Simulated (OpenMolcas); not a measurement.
A run on Ta²⁺.

```yaml
Program: OpenMolcas 26.06
Method: "MS-CASPT2, IPEA 0.15 Eh, no level shift (closed shells correlated: 5s 5p)"
Basis: ANO-RCC-VDZP [7s6p4d2f1g]
Scalar_Hamiltonian: X2C, point nucleus
Active_space: 3 electrons in 5 orbitals (5d)
State_averaging: 2S+1 = 4 even, 10 roots; 2S+1 = 2 even, 40 roots kept (CI in the orbitals of an earlier block)
Spin-orbit_coupling: state interaction with AMFI integrals over the reference wave functions, term energies averaged over their components
```

First CASPT2 step and the start of its output:

```
&CASPT2
Multistate=10 1 2 3 4 5 6 7 8 9 10
Frozen=14 16
IPEA=0.15
MaxIter=60
WThr=0.0 0.3 0.05
PrWF=0.5
NoMix
```

```
--- CASPT2 ---
Orbital specifications:
      -----------------------

      Symmetry species                           1   2
                                                ag  au
      Frozen orbitals                           14  16
      Inactive orbitals                          1   3
      Active orbitals                            5   0
      Secondary orbitals                        16  13
      Deleted orbitals                           0   0
      Number of basis functions                 36  32
Type of calculation                        MS-CASPT2
      Fock operator                              state-specific
      IPEA shift                                 0.15
      Real shift                                 0.00
      Imaginary shift                            0.00
      The input orbitals will be transformed to quasi-canonical
Reference energy:      -15600.7818154305
      E2 (Non-variational):      -0.1744208847
      E2 (Variational):          -0.1744208072
      Total energy:          -15600.9562362377
      Residual norm:              0.0000008753
      Reference weight:           0.96723
      Contributions to the CASPT2 correlation energy
      Active & Virtual Only:         -0.0083957118
      One Inactive Excited:          -0.0637207677
      Two Inactive Excited:          -0.1023044051
Reference energy:      -15600.7818154305
      E2 (Non-variational):      -0.1749614072
      E2 (Variational):          -0.1749614222
      Total energy:          -15600.9567768526
      Residual norm:              0.0000002881
      Reference weight:           0.96692
      Contributions to the CASPT2 correlation energy
      Active & Virtual Only:         -0.0085370095
      One Inactive Excited:          -0.0639032875
...
```

Over all roots the printed reference weights run from 0.55 to 0.97, and roots that are degenerate in the reference spread by up to 1500 cm-1.

Did the run give usable levels, and if not, why?

No. The equations converged, but the reference weight falls to 0.55 for at least one root against 0.97 for the best. A drop of that size marks an intruder state, so the energies of such roots and the levels built on them can't be trusted.
